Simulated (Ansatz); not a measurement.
Isolated molecules relaxed with PBE0-D4/def2-TZVP in Ansatz; ΔE leaves out vibrations. CCSD(T)/CBS is the MP2 limit (def2-TZVPP, def2-QZVPP) plus CCSD(T) − MP2 in def2-TZVPP, frozen cores. Functionals use def2-TZVPP. B3LYP here is the variant with VWN-RPA as its local correlation; programs differ in this. HSE06 is defined as in plane-wave codes. For Zn outer-core shells are correlated without core-valence functions, which leaves a few kJ/mol of doubt a bond. Scalar relativity is left out up to krypton. Each species was taken in one conformer, which may not be the lowest.

Reaction (redistribution): `C[N](C)[Zn][NH2]` + `O[CH2][Zn][F]` → `C[N](C)[Zn][F]` + `[NH2][Zn][CH2]O`

```tsv
level	ΔE (kJ/mol)	difference from CCSD(T)/CBS
r2SCAN-D4	14.7	7.9
r2SCANh-D4	12.8	6.0
HSE06-D4	11.7	4.9
BHLYP-D4	7.8	1.0
ωB97X-V	7.8	1.0
B2PLYP	10.2	3.4
PBE-QIDH	7.1	0.3
BLYP	17.3	10.5
r2SCAN	14.5	7.7
B3LYP	12.7	5.9
r2SCAN0	10.1	3.3
HSE06	11.3	4.5
CAM-B3LYP	9.6	2.8
HF/def2-TZVPP	0.7	-6.1
HF/def2-QZVPP	-0.1	-6.9
SCS-MP2/def2-QZVPP	5.5	-1.3
CCSD(T)/CBS	6.8	0
```

Largest T1 diagnostic among the species: 0.016.

In def2-TZVPP, CCSD(T) changes the Hartree–Fock value by +6.1 kJ/mol (the triples alone add +1.5 kJ/mol) and MP2 by +6.1 kJ/mol. From PBE to PBE0 (25 % exact exchange), in def2-TZVPP and without D4, ΔE moves by −5.8 kJ/mol.

CCSD(T)/CBS has its own doubt, a few kJ/mol and more with outer-core shells, so smaller differences from it don't rank the levels.
